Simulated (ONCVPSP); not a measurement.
**Before and after: ONCV potential for Ge**

ONCVPSP 4.0.1 input, shortened (lines: element, Z, core and valence counts, functional; n l f; lmax; l rc ep ncon nbas qcut; lloc lpopt rc5 dvloc0; l nproj debl; icmod fcfact rcfact), PBEsol, non-relativistic:

```
  Ge 32.00    6    2  -116133      upf
    1    0    2.00
    2    0    2.00
    2    1    6.00
    3    0    2.00
    3    1    6.00
    3    2   10.00
    4    0    2.00
    4    1    1.00
    2
    0    1.90    0.00    4    8    4.40
    1    2.10    0.00    4    7    4.00
    2    1.90    0.12    4    9    5.70
    4    3    1.90    4.00
    0    2    0.60
    1    2    1.30
    2    2    3.10
    0    0.00    0.00
```

In the s channel the program set the typed energies aside and used -0.717, 0.250 Ha.

Change: all radii scaled by about 1.29 (s 2.46, p 2.72, d 2.46 bohr); local potential polynomial inside 2.46 bohr (lpopt 3, dvloc0 4 Ha).

Cutoffs: the cutoffs (Ha) at which the residual kinetic energy of the hardest occupied pseudo-wave falls to 1 and 0.1 mHa per electron; they do not see the model core or the augmentation charge, which bear on the density cutoff. Errors are all-electron minus pseudo energies relative to the spin-unpolarised reference configuration.

How do hardness, ghosts and transferability respond?

The potential gets softer (8.1 Ha and 16 Ha → 6.5 Ha and 8.1 Ha); of the 4 tests that both files solve, the error grows in 3 and shrinks in 1 by more than 15 % and 0.3 meV (median size 7.0 → 8.3 meV); neither file shows a bound ghost. A larger radius leaves more room for a smooth pseudo-wave, so fewer plane waves are needed.

| quantity | base | changed |
| --- | --- | --- |
| cutoff, loose | 8.1 Ha | 6.5 Ha |
| cutoff, tight | 16 Ha | 8.1 Ha |
| loose cutoff by channel | s 8.1 Ha, p 6.3 Ha | s 6.5 Ha, p 2.8 Ha |
| bound ghosts | none | none |
| GHOST(+) flags under 300 eV | none | none |
| error for 4s2 4p2, meV [ΔE -7.49 eV] | -5.0 | -6.4 |
| error for 4s2 4p0, meV [ΔE 15.46 eV] | -9.0 | -14 |
| error for 4s1 4p0, meV [ΔE 49.70 eV] | +43 | -10 |
| error for 4s2 4p1.5, meV [ΔE -4.66 eV] | -1.7 | -2.2 |

Base: The cutoffs count occupied waves only; projector 2 of the d channel, the hardest unoccupied one, needs 110 Ha at the loose tolerance.
